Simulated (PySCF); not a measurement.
C4H5F, SMILES C(/C=C/F)=C. Atoms are numbered in the order given.

```xyz
10

C      0.2295     2.4635     0.0000
C     -0.3964     1.2717     0.0000
C      0.2789    -0.0096     0.0000
C     -0.3845    -1.1763     0.0000
F      0.2489    -2.3506     0.0000
H      1.3225     2.5309     0.0000
H     -0.3320     3.4010     0.0000
H     -1.4945     1.2462     0.0000
H      1.3749    -0.0355     0.0000
H     -1.4755    -1.2833     0.0000
```

Coordinates come from a r2SCAN-D4/def2-SVP optimisation. The values are those of a single conformer.

Calculation: PBE/def2-TZVP (PySCF).

Symmetry labels are those of the subgroup Cs that the program uses (full group Cs).

### Question
List the valence orbital energies around the gap with their symmetry. (Estimate from the structure and the level; the computed values follow.)

### Answer

```csv
orbital,symmetry,energy (eV)
HOMO−7,A',-12.34
HOMO−6,A",-11.28
HOMO−5,A',-10.45
HOMO−4,A',-10.24
HOMO−3,A',-8.84
HOMO−2,A',-8.71
HOMO−1,A",-8.02
HOMO,A",-5.66
LUMO,A",-1.79
LUMO+1,A",0.39
LUMO+2,A',0.89
LUMO+3,A',1.24
```
